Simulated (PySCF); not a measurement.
# C₆ coefficients of unlike pairs at UHF

Calculated with PySCF 2.14 from the dipole response of each species, C₆(A,B) = (3/π) ∫ α_A(iu) α_B(iu) du, in atomic units, from isotropic polarisabilities. For ions this is the dispersion term alone; charge-induced terms of lower order in 1/R come first.

| species | configuration | basis | relativity | α (bohr³) | C₆ (like pair) |
| --- | --- | --- | --- | --- | --- |
| V | [Ar] 3d3 4s2 (4F) | aug-cc-pVDZ (7s6p4d2f) | none | 127.4 | 1420 |
| Pt²⁺ | [Xe] 4f14 5d8 (3F) | aug-cc-pVQZ-PP with ECP60MDF (7s7p6d4f3g2h) | core potential | 8.754 | 56.12 |
| Li | [He] 2s1 (2S) | dyall-av3z (15s9p3d) | spin-free X2C | 169.9 | 1476 |
| V³⁺ | [Ar] 3d2 (3F) | aug-cc-pwCVTZ (10s9p7d4f3g) | none | 2.077 | 5.346 |

(1) Estimate C₆ for V³⁺ with V.

No spin-orbit coupling is included.

The other pairs:

| pair | C₆ |
| --- | --- |
| Li, Pt²⁺ | 144.1 |
| V³⁺, Pt²⁺ | 16.93 |
| V³⁺, Li | 35.55 |
| Li, V | 1374 |
| Pt²⁺, V | 192.9 |

Results:

(1) The integral gives 49.79. The combination rule 2 C_A C_B / (C_A α_B/α_A + C_B α_A/α_B) gives 43.25 and the geometric mean 87.12.
